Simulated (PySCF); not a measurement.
FGe, doublet, geometry from GFN2-xTB. Base run: B3LYP/aug-cc-pVDZ (PySCF).

PySCF was given this input:
```python
from pyscf import gto, scf, dft

mol = gto.Mole()
mol.atom = '''
    Ge   -0.000000   -0.000000   -0.401356
    F     0.000000    0.000000    1.427045
'''
mol.basis = 'aug-cc-pvdz'
mol.charge = 0
mol.spin = 1
mol.verbose = 4
mol.build()

mf = dft.UKS(mol)
mf.xc = 'b3lyp'
mf.kernel()
mo_i, mo_e, stable_i, stable_e = mf.stability(internal=True, external=False, return_status=True, nroots=6, tol=1e-6)
print('internally stable:', stable_i, ' externally stable:', stable_e)
if not stable_i:
    umf = mf.copy()
    umf.scf_summary = {}
    umf.kernel(umf.make_rdm1(mo_i, mf.mo_occ))
```

The bond that is stretched is that between atoms 2 and 1. A test that says stable can miss a lower solution.

Variants of this job, named by their change:

```json
[
 {"change": "base", "ΔE vs base (eV)": "0.00", "<S^2>": "0.753", "stability test says": "internally stable (external not tested)", "outcome": "converged"},
 {"change": "bond × 1.25", "ΔE vs base (eV)": "1.25", "<S^2>": "0.753", "stability test says": "internally stable (external not tested)", "outcome": "converged"},
 {"change": "bond × 1.5", "ΔE vs base (eV)": "2.69", "<S^2>": "0.762", "stability test says": "internally stable (external not tested)", "outcome": "converged"},
 {"change": "bond × 1.8", "ΔE vs base (eV)": "3.77", "<S^2>": "1.079", "stability test says": "internally stable (external not tested)", "outcome": "converged"},
 {"change": "bond × 2.2", "ΔE vs base (eV)": "4.51", "<S^2>": "1.277", "stability test says": "internally stable (external not tested)", "outcome": "converged"},
 {"change": "bond × 3.0", "ΔE vs base (eV)": "-", "<S^2>": "-", "stability test says": "-", "outcome": "not converged"}
]
```

On stretching, the SCF can end on different states; <S^2> shows the spin contamination of each.
